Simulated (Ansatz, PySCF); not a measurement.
Se(OH)(OMe) (CH₄O₂Se), SMILES CO[Se]O. Atoms are numbered in the order given.

```xyz
8

Se    -0.2789    -0.0558     0.6149
O     -1.2624     1.1193    -0.3520
H     -0.9721     2.0099    -0.0991
O      1.2434    -0.1175    -0.3531
C      1.1778    -0.8413    -1.5759
H      0.4851    -0.3622    -2.2885
H      2.1933    -0.8294    -2.0015
H      0.8613    -1.8880    -1.4211
```

Geometry optimised at B3LYP-D3(BJ)/def2-SVP. This is a generated structure with no PubChem entry under its InChIKey; it may be hypothetical. The values are those of a single conformer.

Vertical ionisation energy (IE) and electron affinity (EA) in eV. Rows of orbital energies are one-electron estimates. Where ΔSCF, EOM or ADC give a negative EA the extra electron is unbound and the value depends on the basis.

```csv
level,IE,EA
"−ε(HOMO), −ε(LUMO), HF/def2-TZVP (PySCF)",9.49,-2.62
"−ε(HOMO), −ε(LUMO), PBE/def2-TZVP (PySCF)",5.26,1.89
"ΔSCF, PBE0/def2-SVPD (Ansatz), final states of multiplicity 2 and 2",(withheld),(withheld)
"ΔSCF, PBE/def2-SVPD (Ansatz), final states of multiplicity 2 and 2",8.80,-0.37
```

What belongs in the gaps? (The exact figures need the calculation; the answer reports its results.)


- ΔSCF, PBE0/def2-SVPD (Ansatz, a quantum-chemistry and plane-wave program), final states of multiplicity 2 and 2, IE: 9.01
- ΔSCF, PBE0/def2-SVPD (Ansatz), final states of multiplicity 2 and 2, EA: -0.49

What vertical singlet–triplet gap does ΔSCF give with PBE0/def2-SVPD (Ansatz) and with PBE/def2-SVPD (Ansatz)? (The exact figures need the calculation; the answer reports its results.)

3.14 and 3.04 eV (triplet above singlet where positive).
